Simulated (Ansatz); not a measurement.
Ag(PH3)Cl (AgPH3Cl). Charge 0, multiplicity 1. Geometry PBE0-D4/def2-TZVP; atoms count from 1.

```xyz
6

Ag   -0.176    0.321    1.459
P     0.097   -0.175   -0.783
H     0.361   -1.505   -1.165
H     1.131    0.454   -1.502
H    -0.962    0.088   -1.674
Cl   -0.450    0.817    3.666
```

In the def2 sets Ag takes a core potential; there is no spin–orbit coupling.

Question: Estimate the Mulliken populations from the PBE0/def2-TZVP orbitals of Ansatz.

Answer: 
```
atom  charge (e)  d electrons
 Ag1        0.26         9.76
  P2       -0.14            –
  H3        0.12            –
  H4        0.12            –
  H5        0.12            –
 Cl6       -0.49            –
```
Mulliken values and Mayer orders depend strongly on the basis.

Question: And the Mayer bond orders between bonded heavy atoms (over 0.3)?

Answer: Ag1–P2 0.76 (2.31 Å); Ag1–Cl6 0.89 (2.28 Å).
